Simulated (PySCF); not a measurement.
**Pt⁺: ionisation energy**

Pt⁺ [Xe] 4f14 5d9 (2D) → Pt²⁺ [Xe] 4f14 5d8 (3F), as a difference of total energies. Computed with PySCF 2.14 in x2c-TZVPPall, with scalar relativity by spin-free X2C-1e. Correlated levels: valence and next inner shell: [Kr] 4d10 4f14 frozen. The calculations carry no spin-orbit coupling.

```tsv
method	ionisation energy (eV)
UHF	16.940
MP2 (valence and next inner shell)	18.853
SCS-MP2 (valence and next inner shell)	18.635
CCSD (valence and next inner shell)	18.514
CCSD(T) (valence and next inner shell)	18.642
```

Q: How much does correlation contribute at CCSD(T) (valence and next inner shell)?

A: 18.642 − (16.940) = 1.702 eV, measured against UHF.

A first-order spin-orbit estimate (lowest level to lowest level, LS coupling) adds -0.352 eV.

Errors of the correlated levels include the incompleteness of this basis and the frozen core.

For comparison: 18.56 ± 0.12 eV (measured; NIST Atomic Spectra Database, ionization energies).
